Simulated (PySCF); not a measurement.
## Core-level binding energies of `CC(=S)[Si@H]1CC[SiH2]O1`

Species: C4H10OSSi2.
Z-matrix (Å and degrees, PBE0-D3(BJ)/def2-SVP geometry), rows numbered from 1:
```
C 
C   1  1.4871
S   2  1.6305  1  124.82
Si  2  1.8887  1  122.46  3   178.24
C   4  1.8954  2  111.80  1  -112.01
C   5  1.5438  4  107.23  2   143.18
Si  6  1.8946  5  106.63  4   -33.51
O   7  1.6814  6   99.96  5    29.05
H   1  1.1045  2  109.66  3  -121.16
H   1  1.0990  2  112.08  3     1.09
H   1  1.1040  2  109.81  3   123.75
H   4  1.4894  2  108.39  1   119.81
H   5  1.1008  4  112.93  2   -91.82
H   5  1.1041  4  106.84  2    24.61
H   6  1.1040  5  110.15  4    82.74
H   6  1.1019  5  112.42  4  -158.71
H   7  1.4913  6  114.36  5   147.36
H   7  1.4959  6  112.97  5   -87.66
```

Computed with PySCF 2.14.0, delta-SCF UKS SCAN, pcX-2 on the ionised atom, pcseg-1 elsewhere, spin-free X2C. Binding energies are ΔSCF values: E(core-ionised, relaxed orbitals) − E(ground state) at a fixed geometry, referred to the vacuum level.

Question: List the computed XPS lines with their assignment.

Answer: 
```json
{"atom(s)": "S3", "environment": "thiocarbonyl sulfur", "level": "S 1s", "binding energy (eV)": "2476.29", "2p1/2 (eV)": "–", "above the level's lowest (eV)": "0.00", "count": "1"}
{"atom(s)": "Si7", "environment": "oxygen-bound silicon", "level": "Si 1s", "binding energy (eV)": "1847.04", "2p1/2 (eV)": "–", "above the level's lowest (eV)": "+0.19", "count": "1"}
{"atom(s)": "Si4", "environment": "oxygen-bound silicon", "level": "Si 1s", "binding energy (eV)": "1846.85", "2p1/2 (eV)": "–", "above the level's lowest (eV)": "0.00", "count": "1"}
{"atom(s)": "O8", "environment": "siloxane oxygen", "level": "O 1s", "binding energy (eV)": "537.44", "2p1/2 (eV)": "–", "above the level's lowest (eV)": "0.00", "count": "1"}
{"atom(s)": "C2", "environment": "thiocarbonyl carbon", "level": "C 1s", "binding energy (eV)": "291.39", "2p1/2 (eV)": "–", "above the level's lowest (eV)": "+1.13", "count": "1"}
{"atom(s)": "C1", "environment": "methyl carbon", "level": "C 1s", "binding energy (eV)": "291.05", "2p1/2 (eV)": "–", "above the level's lowest (eV)": "+0.79", "count": "1"}
{"atom(s)": "C6", "environment": "sp3 carbon bound to silicon", "level": "C 1s", "binding energy (eV)": "290.34", "2p1/2 (eV)": "–", "above the level's lowest (eV)": "+0.08", "count": "1"}
{"atom(s)": "C5", "environment": "sp3 carbon bound to silicon", "level": "C 1s", "binding energy (eV)": "290.26", "2p1/2 (eV)": "–", "above the level's lowest (eV)": "0.00", "count": "1"}
{"atom(s)": "Si7", "environment": "oxygen-bound silicon", "level": "Si 2p3/2", "binding energy (eV)": "107.17", "2p1/2 (eV)": "107.80", "above the level's lowest (eV)": "+0.21", "count": "1"}
{"atom(s)": "Si4", "environment": "oxygen-bound silicon", "level": "Si 2p3/2", "binding energy (eV)": "106.96", "2p1/2 (eV)": "107.58", "above the level's lowest (eV)": "0.00", "count": "1"}
```

The listed C 1s values span 1.13 eV, from C5 (bonded to C, 2 H and Si) to C2 (bonded to S (double bond), C and Si). Summing the Pauling electronegativity differences to the bonded atoms, each weighted by its formal bond order, gives -1.35 for the lowest site and -0.59 for the highest; no listed site has a larger sum than the highest.

The 2 Si 1s values lie within 0.19 eV of each other; Gaussian lines of 0.5 eV full width would blend them into one maximum.

The 2 Si 2p3/2 values lie within 0.21 eV of each other.

Question: Give the binding energy of Si 1s of Si4 in hartree and in kJ/mol.

Answer: 1846.85 eV = 67.8705 Eh = 178194 kJ/mol.

Not every level is listed. The unrestricted hole states depart most from a pure doublet (⟨S²⟩ = 0.75; over 0.85 named) for C 1s of C2 (0.98), which makes this value less certain. 2p3/2 and 2p1/2 are the ΔSCF energy of one spin-free 2p hole plus the eigenvalues of a spin–orbit and ligand-field matrix of the shell. 2p1/2 minus 2p3/2 (ligand field included): Si 0.63 eV. The structure is a single PBE0-D3(BJ)/def2-SVP conformer in the gas phase; no vibrational or solvent corrections.

The run took 2.6 min of wall time on Arm Neoverse V2, one thread, shared host with 96 logical CPUs at a one-minute load of 71, and the process peaked at 0.89 GiB of memory.
